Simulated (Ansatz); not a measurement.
Cost and result for the atomization energy of BF$_{2}$H$_{4}$NSi (`N[SiH2]B(F)F`) (9 atoms, 8 bonds).

Z-matrix (Å, degrees):
```
Si
B 1 2.043
N 1 1.721 2 116.7
H 1 1.488 2 107.1 3 -121.5
H 1 1.488 2 107.1 3 121.5
F 2 1.323 1 122.7 3 0.4
F 2 1.323 1 121.7 3 -179.6
H 3 1.008 1 119.4 2 70.6
H 3 1.008 1 119.4 2 -70.3
```

Total charge 0; spin multiplicity 1. Geometry: relaxed with PBE0-D4/def2-TZVP. It is one conformer, not always the lowest. Program: Ansatz. All runs use 2 threads of an AMD EPYC 9R45 on a shared host. Times are those of one run each, without the atoms' runs, and a repeat can differ threefold. Electronic energies, without spin–orbit coupling; frozen cores. CCSD(T)/CBS adds CCSD(T) − MP2 in def2-TZVPP to the MP2 limit, and its time is that of the two runs behind it. T1 = 0.013. B3LYP takes the VWN-RPA correlation (the form of Gaussian; ORCA's B3LYP/G). HSE06 is the plane-wave form, built on full-range PBE exchange.

CCSD(T)/CBS is a level of theory with its own doubt, some kJ/mol a heavy atom from the limit and from the frozen cores, so smaller differences don't rank the functionals.

```
                            level  functions  wall time  atomization (kJ/mol)  difference from CCSD(T)/CBS  per bond
           LDA (SPW92)/def2-TZVPP        222     0.65 s                3868.7                        491.5      61.4
  PBE-D4/def2-TZVPP (with forces)        222      1.2 s                3436.2                         59.0       7.4
              HSE06-D4/def2-TZVPP        222      1.6 s                3364.9                        -12.3      -1.5
          CAM-B3LYP-D4/def2-TZVPP        222      1.6 s                3411.0                         33.8       4.2
B3LYP-D4/def2-TZVPP (with forces)        222      2.1 s                3381.9                          4.7       0.6
                 CCSD(T)/def2-SVP         94      2.2 s                3155.3                       -221.9     -27.7
                B2PLYP/def2-TZVPP        222      2.5 s                3351.5                        -25.7      -3.2
               ωB97X-V/def2-TZVPP        222      3.3 s                3395.7                         18.5       2.3
                B97M-V/def2-TZVPP        222      3.4 s                3386.4                          9.2       1.1
 ωB97M-V/def2-TZVPP (with forces)        222      4.5 s                3392.9                         15.7       2.0
                   MP2/def2-QZVPP        418        9 s                3420.3                         43.1       5.4
               CCSD(T)/def2-TZVPP        222       48 s                3281.4                        -95.8     -12.0
                CCSD(T)/CBS(def2)          –       57 s                3377.2                          0.0       0.0
```

From BLYP to BHLYP (50 % exact exchange), in def2-TZVPP and without D4, the atomization energy moves by −96.1 kJ/mol: exact exchange takes away binding that semilocal exchange gives to molecules. Leaving LDA and LC-ωPBE aside and taking each functional with its dispersion term where it has one, the values, not all of them listed here, spread over 159.1 kJ/mol, from BHLYP-D4 to PBE-D4. LDA lies +447.8 kJ/mol from PBE without D4, its usual overbinding. At CCSD(T), def2-SVP lies −222.0 kJ/mol from the extrapolated value and def2-TZVPP −95.8 kJ/mol: correlation converges slowly with the basis, and small sets miss more of it in the bonded molecule than in its fragments.
